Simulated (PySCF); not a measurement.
O2Se, charge +1, multiplicity 2. Atoms are numbered in the order given.

```xyz
3

O      0.0000    -1.4158     0.5185
Se     0.0000     0.0000    -0.2440
O      0.0000     1.4158     0.5185
```
Charge +1, spin multiplicity 2.

Geometry optimised at r2SCAN-D4/def2-TZVP. The multiplicity is an assumed one; other spin states were not compared.

Level of theory: PBE/def2-TZVPD run with PySCF.

Gas-phase values at a fixed geometry.

Problem. Estimate the frontier levels, dipole moment and polarisability. (Estimate from the structure and the level; the computed values follow.)

Solution. 
```yaml
"α spin, highest occupied and lowest empty level": -16.54 and -12.96 eV
"β spin, highest occupied and lowest empty level": -16.20 and -15.22 eV
dipole_moment_about_the_centre_of_nuclear_charge: 1.36 D
mean_static_polarisability: 28.0 bohr³ (4.15 Å³)
polarisability_principal_values: 18.8, 22.4, 42.9 bohr³
"⟨S²⟩": 0.755 (pure state 0.75)
```
